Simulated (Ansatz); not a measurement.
Species: C9H10O, SMILES `C=Cc1ccc(OC)cc1` (C–C–C–C torsion -1°, C–C–O–C torsion -180°) (charge 0, multiplicity 1).

Task: Give a relaxed geometry from B3LYP-D3(BJ)/def2-SVP (Ansatz, a quantum-chemistry and plane-wave program).

Result: Several could match; the one computed here: the end point of this relaxation, one of several conformers (outside a Z-matrix the atoms follow the SMILES, hydrogens last).
Z-matrix (Å, degrees):
```
C
H 1 1.0934
C 1 1.3978 2 118.83
H 3 1.0896 1 119.35 2 -0.01
C 3 1.4011 4 121.13 1 179.97
O 5 1.3554 3 124.62 4 0.03
C 1 1.4029 2 119.01 3 -179.94
C 5 1.4078 6 116.18 3 -180.00
C 8 1.3858 5 120.47 6 -179.96
H 8 1.0916 9 121.38 7 179.98
H 9 1.0918 8 118.83 10 -0.01
C 6 1.4087 5 118.95 3 0.00
H 12 1.0980 6 106.63 5 180.00
H 12 1.1050 13 108.97 6 -120.81
H 12 1.1050 13 108.98 14 -118.39
C 7 1.4693 1 119.51 2 0.02
C 16 1.3415 7 127.62 1 179.37
H 17 1.0924 16 120.91 7 179.90
H 17 1.0935 18 116.58 16 -179.99
H 16 1.0965 17 117.96 18 -0.14
```
